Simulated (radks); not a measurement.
Results of a calculation; reference values are marked as such.
The vanadium ion V15+, 8 electrons, occupied as [He] 2s2 2p3 5s1 (not the ground configuration).

Level of theory: Dirac Kohn-Sham, PBE, spin-unpolarised, spherical densities, finite nucleus; open shells fill j = l - 1/2 first; Fermi nuclear charge, rms radius 3.6002 fm (a radial shooting solver on a logarithmic mesh with Libxc functionals).

Energy parts (hartree):
| part | energy |
|---|---|
| total | -774.68606 |
| kinetic | 785.21211 |
| electron-nucleus | -1655.66638 |
| Hartree | 122.72341 |
| exchange-correlation | -26.95520 |

Orbitals (lengths in bohr, moments of r in powers of bohr; r(90%) holds 90 % of the orbital's charge):
orbital  occ.  eigenvalue (hartree)       <r^4>     <r^2>  r(90%)
1s1/2       2             -223.0071  0.00008888  0.005891   0.118
2s1/2       2             -43.28534     0.01627   0.09816   0.445
2p1/2       2             -40.61288     0.01127   0.07607   0.406
2p3/2       1             -40.30077     0.01161   0.07737   0.409
5s1/2       1              -5.53448       33.14     5.003    2.92

The highest occupied level is 5s1/2 at -150.60 eV. The electron density at the nucleus is 9946 e/bohr^3.
